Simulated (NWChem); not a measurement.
CH₃F₃OSi; SMILES F[Si](F)(F)CO

```xyz
9

O      0.0879     2.3031    -0.0754
C     -0.8628     1.2373    -0.1760
Si    -0.0093    -0.4203    -0.0142
F      0.9095    -0.7730    -1.2684
F     -1.0495    -1.6182     0.1732
F      0.9336    -0.3773     1.2775
H      0.4638     2.2853     0.8189
H     -1.6765     1.3351     0.5609
H     -1.3263     1.3316    -1.1634
```
Atoms are numbered in this order, from 1.

Results from NWChem. Medium grid unless said otherwise, to which SCAN and Minnesota functionals are sensitive. Structure relaxed at the B3LYP/6-31G* (spherical d) level. B3LYP is NWChem's, with the RPA form of VWN correlation. Total energies of different functionals are on different scales.

```
level                energy (Ha)  highest occupied level (eV)  orbital gap (eV)  dipole (D)  relative time
-------------------  -----------  ---------------------------  ----------------  ----------  -------------
PBE/def2-TZVP          -703.9914                        -6.70              6.00        1.81              1
B3LYP/def2-TZVP        -704.5791                        -8.12              8.03        1.86              1
M06-2X/def2-TZVP       -704.3966                        -9.99             10.91        1.89              1
r2SCAN/def2-TZVP       -704.3525                        -7.04              6.88        1.82              1
TPSSh/def2-TZVP        -704.5551                        -7.45              7.38        1.80              1
CAM-B3LYP/def2-TZVP    -704.4600                        -9.86             10.98        1.88             10
```

The last column is a rough cost ratio, cheapest run = 1.
